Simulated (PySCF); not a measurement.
# A PySCF run on BeCl⁻

State: ¹Σ⁺ (singlet), closed shell.

An equivalent input (the run itself took its basis sets from the Basis Set Exchange, started from a PBE0 density and held the occupation σ 7α 7β, πx 2α 2β, πy 2α 2β):

```python
from pyscf import gto, dft
mol = gto.M(atom='Be 0 0 0; Cl 0 0 2.028', basis={'Be': 'def2-SVPD', 'Cl': 'def2-SVPD'},
            charge=-1, spin=0, verbose=4, symmetry='C2v')
mf = dft.UKS(mol, xc='PBE')
mf.grids.atom_grid = (80, 434)
mf.grids.prune = dft.gen_grid.treutler_prune
mf.irrep_nelec = {'A1': (7, 7), 'B1': (2, 2), 'B2': (2, 2)}
mf.conv_tol = 1e-9
mf.max_cycle = 60
mf.diis_space = 10
mf.kernel()
```

The log (some set-up lines and the per-cycle HOMO/LUMO lines removed):

```
******** <class 'pyscf.dft.uks_symm.SymAdaptedUKS'> ********
method = SymAdaptedUKS
damping factor = 0
level_shift factor = 0
DIIS = <class 'pyscf.scf.diis.CDIIS'>
diis_start_cycle = 1
diis_space = 10
diis_damp = 0
SCF conv_tol = 1e-09
SCF conv_tol_grad = None
SCF max_cycles = 60
number electrons alpha = 11  beta = 11
Set gradient conv threshold to 3.16228e-05
init E= -474.612602880933
cycle= 1 E= -474.613385317796  delta_E= -0.000782  |g|= 0.0139  |ddm|= 0.29
cycle= 2 E= -474.613159008545  delta_E= 0.000226  |g|= 0.0226  |ddm|= 0.054
cycle= 3 E= -474.613509950971  delta_E= -0.000351  |g|= 0.000733  |ddm|= 0.0677
cycle= 4 E= -474.613510630879  delta_E= -6.8e-07  |g|= 0.000159  |ddm|= 0.0147
cycle= 5 E= -474.613510674529  delta_E= -4.37e-08  |g|= 3.01e-05  |ddm|= 0.00353
cycle= 6 E= -474.613510675714  delta_E= -1.18e-09  |g|= 1.19e-05  |ddm|= 0.000228
cycle= 7 E= -474.613510675824  delta_E= -1.1e-10  |g|= 9.79e-07  |ddm|= 6.59e-05
Extra cycle  E= -474.613510675822  delta_E= 1.08e-12  |g|= 1.63e-06  |ddm|= 7.13e-06
converged SCF energy = -474.613510675822  <S^2> = -2.8421709e-14  2S+1 = 1
```

Repeating this along the bond gives Re = 2.028 Å and ωe = 484 cm⁻¹.

A point of this curve took 0.38 CPU seconds beside 0.027 for the integrals (shared host).

The highest Kohn–Sham level is positive in this anion. Much of that is self-interaction error, but it also means that the finite basis helps to hold the extra electron.
